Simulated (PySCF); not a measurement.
How methods differ on the ionisation energy of N⁺

N⁺ [He] 2s2 2p2 (3P) → N²⁺ [He] 2s2 2p1 (2P), as a difference of total energies. Calculation: PySCF 2.14, in aug-cc-pVTZ-DK (5s4p3d2f, 46 functions); the spin-free X2C one-electron Hamiltonian (Gaussian nucleus). Correlated levels: valence: 1s2 frozen. The calculations carry no spin-orbit coupling.

```tsv
method	ionisation energy (eV)	difference from reference (eV)
UHF	29.186	-0.415
MP2 (valence)	29.606	+0.005
SCS-MP2 (valence)	29.470	-0.131
CCSD (valence)	29.451	-0.150
CCSD(T) (valence)	29.467	-0.134
CCSDT (valence)	29.470	-0.131
```

Reference: 29.601 eV (semi-empirical (NIST evaluation); NIST Atomic Spectra Database, ionization energies).

Errors of the correlated levels include the incompleteness of this basis and the frozen core.
